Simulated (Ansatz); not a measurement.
Relaxation of BClF₂H₂O (7 atoms, charge 0, multiplicity 1), to a largest force component of 0.03 eV/Å in at most 50 steps.

These are results of RKS B3LYP/def2-SVP in Ansatz 0.2.0, not measurements.

```xyz
7
Properties=species:S:1:pos:R:3:forces:R:3
B -0.676 -0.552 0.336 -0.22 2.27 -0.39
Cl 2.319 0.070 -0.471 -0.19 0.37 0.13
F -1.057 -1.438 -0.569 0.02 0.02 0.01
F -0.281 -0.948 1.524 -0.02 0.02 -0.03
H 1.506 1.014 -0.063 0.26 -0.37 -0.15
O -0.750 0.845 0.072 0.17 -2.28 0.43
H -1.061 1.010 -0.829 -0.02 -0.02 0.01
```

**Question.** Where does it end, and by what steps?

**Answer.** The forces met the threshold. The force dipped under the threshold on the way, but the program's further checks kept it going. After 34 steps the energy has fallen by 0.129 eV; F3 moved furthest, 1.37 Å.

```csv
step,energy less start (eV),largest force component (eV/Å),accepted
0,0.0000,2.281,yes
2,-0.0853,0.622,yes
4,-0.1121,0.271,yes
6,-0.1187,0.046,yes
8,-0.1150,0.354,no
10,-0.1200,0.081,yes
12,-0.1212,0.059,yes
14,-0.1221,0.077,yes
16,-0.1229,0.079,yes
18,-0.1235,0.052,yes
20,-0.1244,0.057,yes
22,-0.1178,0.583,no
24,-0.1260,0.097,yes
26,-0.1270,0.089,yes
28,-0.1281,0.098,yes
30,-0.1283,0.053,yes
32,-0.1289,0.073,yes
34,-0.1294,0.026,yes
```

```xyz
7
Properties=species:S:1:pos:R:3
B -0.970 -0.698 0.380
Cl 2.887 1.276 -0.348
F -2.213 -0.977 0.014
F -0.433 -1.357 1.385
H 1.682 0.818 -0.193
O -0.243 0.250 -0.256
H -0.710 0.686 -0.981
```

Whether the end is a true minimum wasn't checked by a vibrational analysis.

The run took 60 s on 2 threads of Arm Neoverse V1 (shared host), peak memory 0.16 GiB.
